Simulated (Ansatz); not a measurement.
Consider the cleavage of the B–Si bond: `B[SiH]([SiH3])Cl` + `N=C(F)S` → `B/N=C(/F)S` + `[SiH3][SiH2]Cl`.

Isolated molecules relaxed with PBE0-D4/def2-TZVP in Ansatz; ΔE leaves out vibrations. CBS: MP2 limit from def2 TZ/QZ plus the TZ coupled-cluster correction, frozen cores. Functionals use def2-TZVPP. Each species was taken in one conformer, which may not be the lowest.

| level | ΔE (eV) |
| --- | --- |
| r2SCAN-D4 | -1.37 |
| revPBE | -1.33 |

Question: What does CCSD(T)/CBS give? (Estimate.)

Answer: The calculation gave: -1.30 eV. The listed levels differ from it by -0.07, -0.03 eV.

Question: What do rigid-rotor, harmonic-oscillator terms from PBE0-D4/def2-TZVP frequencies (298.15 K, 1 bar) make of the CCSD(T)/CBS value? (Estimate.)

Answer: The calculation gave: ΔZPE = -0.03 eV, ΔH = -1.34 eV, ΔS = -2 J/(mol·K), ΔG = -1.33 eV.

Largest T1 diagnostic among the species: 0.015.

Leaving LDA and LC-ωPBE aside and taking each functional with its dispersion term where it has one, the values, not all of them listed here, spread over 0.15 eV, from CAM-B3LYP-D4 to revPBE-D4. LDA lies −0.14 eV from PBE without D4. From BLYP to BHLYP (50 % exact exchange), in def2-TZVPP and without D4, ΔE moves by +0.04 eV.
